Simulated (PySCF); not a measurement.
Consider dimethylaluminum chloride, `[CH3][Al]([CH3])[Cl]` (C2H6AlCl). Optimised structure (Å), atoms numbered from 1:
```
C    -1.6026   -0.4560    0.5714
Al   -0.0744    0.5778   -0.0484
C     1.6705   -0.1108   -0.5655
Cl   -0.3246    2.6830   -0.1410
H    -1.7987   -0.2502    1.6379
H    -1.4545   -1.5418    0.4619
H    -2.5197   -0.1758    0.0276
H     2.0503    0.3935   -1.4688
H     2.4073    0.0825    0.2336
H     1.6619   -1.1967   -0.7503
```

These are calculated values, PBE0-D3(BJ)/def2-TZVP in PySCF (grid level 2) at geometries from PBE0-D3(BJ)/def2-SVP. Thermal corrections: GFN2-xTB frequencies, unscaled, ideal gas at 298.15 K and 1 bar, quasi-RRHO entropy. These were taken at the GFN2-xTB minima.

Q: Rank these bonds by dissociation enthalpy, weakest first.
A. Al2–Cl4
B. C1–Al2
C. C1–H

A: B (335 kJ/mol), C (400 kJ/mol), A (504 kJ/mol).

Q: For C1–Al2, what are ΔE (electronic) and ΔG(298 K) of the homolysis?

A: ΔE = 346 and ΔG = 292 kJ/mol, beside ΔH = 335 kJ/mol. The radicals are CH3• and `[CH3][Al][Cl]`.

Caveats: spin-orbit coupling is left out of the energies, which matters for open shells on the heavier atoms.
